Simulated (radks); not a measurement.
Problem. All-electron atom: Ne2+ in [He] 2s2 2p4 (the NIST ground configuration). Calculated with a radial shooting solver on a logarithmic mesh with Libxc functionals: scalar-relativistic Kohn-Sham, BLYP, spin-unpolarised, spherical densities, finite nucleus; Fermi nuclear charge, rms radius 3.0055 fm. Some entries of the table are withheld. Estimate them.

| orbital | occ. | eigenvalue (hartree) | <r^2> (bohr^2) | <1/r> (bohr^-1) |
|---|---|---|---|---|
| 1s | 2 | (1) | (2) | 9.631 |
| 2s | 2 | (3) | (4) | 1.759 |
| 2p | 4 | -2.01606 | 0.8353 | (5) |

Solution. 
(1) 1s eigenvalue (hartree): -32.42879
(2) 1s <r^2> (bohr^2): 0.03362
(3) 2s eigenvalue (hartree): -2.86623
(4) 2s <r^2> (bohr^2): 0.8250
(5) 2p <1/r> (bohr^-1): 1.640
